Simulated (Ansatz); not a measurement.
C₂H₉BN, that is [B(NMe2)H3]- with one electron fewer, relaxed as a doublet with UKS PBE0-D4/def2-SVPD in Ansatz, starting from the PBE0-D4/def2-SVPD geometry of the charge -1 singlet. Force threshold 0.02 eV/Å.

The relaxation made no stability test and no search for a lower SCF solution.

Start:

```xyz
13

B    -1.211    0.821   -0.045
N     0.253    0.357    0.154
C     0.893   -0.044   -1.058
C     0.399   -0.651    1.156
H     1.971   -0.261   -0.904
H     0.807    0.753   -1.813
H     0.441   -0.968   -1.511
H    -0.063   -0.318    2.098
H    -0.093   -1.622    0.880
H     1.467   -0.881    1.357
H    -1.256    1.742   -0.885
H    -1.686    1.211    1.040
H    -1.922   -0.138   -0.469
```

Question: Estimate the energy that the relaxation releases and the steps that it takes.

Answer: 13.6 kcal/mol, in 13 steps; 30 s on 4 threads of Arm Neoverse V2 on a shared host. The force fell under the threshold at step 6, but the optimiser went on and released 0.025 eV more. No frequencies were taken in this run, so the end may be a saddle point.

Question: Does the start keep its bonding and symmetry?

Answer: By distances, no bond broke or formed. The bond that changes most is B1–N2, from 1.55 to 1.50 Å (atoms count from 1). Point group Cs at the start, Cs at the end, both within 0.05 Å.

Question: Predict the relaxed structure.

Answer: 
```xyz
13

B    -1.1555    0.9852    0.0128
N     0.0172    0.0523    0.0188
C     0.8452   -0.1446   -1.1351
C     0.3374   -0.7699    1.1488
H     1.8868    0.1447   -0.9080
H     0.4764    0.4646   -1.9659
H     0.8596   -1.2088   -1.4265
H    -0.3921   -0.6050    1.9474
H     0.3483   -1.8358    0.8636
H     1.3469   -0.5231    1.5233
H    -1.0136    1.8648   -0.8235
H    -1.4590    1.3188    1.1482
H    -2.0979    0.2568   -0.4040
```
Bond lengths: 2 × C–N 1.43 Å; 1 × B–N 1.50 Å; 6 × C–H 1.09 to 1.10 Å; 3 × B–H 1.22 to 1.26 Å.
